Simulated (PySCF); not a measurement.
Correlation energy of Tm (thulium, neutral)

[Xe] 4f13 6s2, 2F determinant. Calculation: PySCF 2.14, in cc-pVDZ-X2C (8s7p5d3f1g, 84 functions); the spin-free X2C one-electron Hamiltonian (Gaussian nucleus). Frozen: [Kr] 4d10; 23 electrons correlated.

```csv
level,correlation energy (mhartree)
CCSD,-858.36
(T),-33.54
CCSD(T),-891.90
```

Diagnostics: T1 = 0.023, D1 = 0.0725, largest double amplitude 0.089.

Spin-orbit coupling, absent here, splits the open shell strongly.

Cost of the coupled-cluster step: roughly 70 core-seconds, for 23 correlated electrons.
